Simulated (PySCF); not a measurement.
# How the method changes the constants of CaTl⁺

State: ¹Σ⁺ (singlet), closed shell. Set-up: basis Ca def2-SVPD, Tl def2-SVPD with ECP60; scalar-relativistic core potentials; PySCF 2.14. De refers to Ca + Tl⁺ in their ground configurations, without counterpoise correction. A positive dipole points towards Tl; it is taken about the centre of mass and depends on that origin.

| Level | Re (Å) | ωe (cm⁻¹) | De (eV) | μ (D) | CPU s a point (SCF and correlation, without the integrals) |
| --- | --- | --- | --- | --- | --- |
| RHF-MP2 | 3.726 | 95.8 | n/a | n/a | 0.19 |
| RHF-SCS-MP2 | 3.773 | 91.6 | n/a | n/a | n/a |
| RHF-CCSD | 3.751 | 93.9 | n/a | n/a | n/a |
| RHF-CCSD(T) | 3.738 | 94.9 | n/a | n/a | 3.6 |
| PBE | 3.687 | 95.4 | n/a | -8.00 | 0.78 |
| BLYP | 3.729 | 89.9 | n/a | -7.71 | 0.58 |
| r²SCAN | 3.662 | 100 | n/a | -8.57 | 1.1 |
| PBE0 | 3.681 | 97.8 | n/a | -8.27 | 1.5 |
| MN15 | 3.602 | 103 | n/a | -7.32 | 1.3 |
| BHandHLYP | 3.707 | 95.5 | n/a | -8.14 | 0.69 |

The bond length runs from 3.602 Å (MN15) to 3.773 Å (RHF-SCS-MP2).

Correlated steps freeze 9 core orbitals. Closed-shell solutions of metal pairs were not tested for spin polarisation, which can lower them a little. Spin–orbit coupling is left out.

The whole job (state search and all levels along the bond) took about 2.7 min on 1 thread of Arm Neoverse V1 (shared host), peak memory 0.79 GiB.
